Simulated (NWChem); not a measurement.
System: GeS, singlet; SMILES [S]=[Ge]

Program: NWChem. Pople sets run with spherical d functions. Low-valent species are run as closed-shell singlets; no triplet was tried in these runs. All runs use the structure optimised with PBE0/def2-SVP. Vertical excitations in the gas phase; the lowest state need not have the same character in each row.

```json
[
 {"level": "PBE/6-31G*, TDA", "lowest excitation, singlet (eV)": "3.80", "oscillator strength of that lowest state": "0.000", "orbital gap (eV)": "3.75"},
 {"level": "B3LYP/6-31G*, TDA", "lowest excitation, singlet (eV)": "3.74", "oscillator strength of that lowest state": "0.000", "orbital gap (eV)": "5.13"},
 {"level": "LDA (Slater exchange, VWN5)/6-31G*, TDA", "lowest excitation, singlet (eV)": "3.78", "oscillator strength of that lowest state": "0.000", "orbital gap (eV)": "3.71"},
 {"level": "LRC-wPBEh/6-31G*, TDA", "lowest excitation, singlet (eV)": "[?]", "oscillator strength of that lowest state": "0.000", "orbital gap (eV)": "[?]"}
]
```

Problem. Some entries are withheld; supply them.

Solution. 
- LRC-wPBEh/6-31G*, TDA, lowest excitation, singlet (eV): 3.84
- LRC-wPBEh/6-31G*, TDA, orbital gap (eV): 9.01
